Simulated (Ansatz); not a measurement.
Frontier orbitals of `[CH3][Zn][SH]`.

The species carries charge 0 and has multiplicity 1. Correlated methods include outer-core shells of Zn, which these sets cover unevenly. Scalar relativity is left out up to krypton. The geometry is a stationary point of PBE0-D4/def2-TZVP. It is one conformer, not always the lowest. Basis def2-TZVPP, Ansatz.

```
functional  HOMO (eV)  LUMO (eV)
   ωB97X-V      -9.48       1.39
```

Question: Give HOMO and LUMO (eV) with LDA (SPW92), PBE, revPBE, BLYP, r2SCAN, B97M-V, PBE0, B3LYP, r2SCANh, r2SCAN0, HSE06 (plane-wave form), BHLYP, CAM-B3LYP, LC-ωPBE, ωB97M-V, HF. (Estimate.)

Answer: Computed: 
```csv
functional,HOMO,LUMO
LDA (SPW92),-6.08,-1.28
PBE,-5.93,-1.07
revPBE,-5.87,-0.98
BLYP,-5.75,-1.03
r2SCAN,-6.20,-0.77
B97M-V,-6.23,-1.00
PBE0,-7.12,-0.33
B3LYP,-6.86,-0.60
r2SCANh,-6.64,-0.51
r2SCAN0,-7.30,-0.14
HSE06 (plane-wave form),-6.71,-0.68
BHLYP,-8.15,0.29
CAM-B3LYP,-8.43,0.44
LC-ωPBE,-9.86,1.52
ωB97M-V,-9.32,1.04
HF,-9.82,1.94
```

B3LYP here is the variant with VWN-RPA as its local correlation; programs differ in this. LC-ωPBE has ω = 0.4 bohr⁻¹. Positive LUMOs are unbound and depend on the basis.
